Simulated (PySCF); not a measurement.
H3NO3S, SMILES NS(=O)(=O)O.

Geometry: r2SCAN-D4/def2-SVP. One conformer was computed; it need not be the lowest.

Calculation: r2SCAN-D4/def2-SVP (PySCF).

Frequencies are harmonic and unscaled.

| mode | ν (cm⁻¹) | IR (km/mol) | moving atoms (share of kinetic energy) |
|---|---|---|---|
| 1 | 26 | 50.4 | H 88 %, O 11 % |
| 2 | 301 | 66.8 | H 77 %, O 18 % |
| 3 | 322 | 45.6 | O 51 %, H 27 %, N 19 % |
| 4 | 414 | 0.8 | O 46 %, H 35 %, N 19 % |
| 5 | 468 | 44.5 | O 65 %, S 17 %, H 12 % |
| 6 | 498 | 36.4 | O 70 %, S 17 %, H 10 % |
| 7 | 502 | 21.9 | O 59 %, N 16 %, S 16 %, H 9 % |
| 8 | 612 | 151.6 | H 46 %, N 39 %, O 13 % |
| 9 | 774 | 303.3 | O 57 %, S 35 % |
| 10 | 866 | 83.9 | N 42 %, S 26 %, H 21 %, O 10 % |
| 11 | 1072 | 0.6 | H 78 %, N 14 %, O 8 % |
| 12 | 1114 | 12.7 | H 72 %, O 22 % |
| 13 | 1204 | 250.1 | O 56 %, S 30 %, H 13 % |
| 14 | 1414 | 259.5 | O 49 %, S 47 % |
| 15 | 1548 | 50.0 | H 90 %, N 10 % |
| 16 | 3524 | 47.0 | H 96 % |
| 17 | 3649 | 69.3 | H 91 %, N 9 % |
| 18 | 3752 | 104.7 | H 94 % |
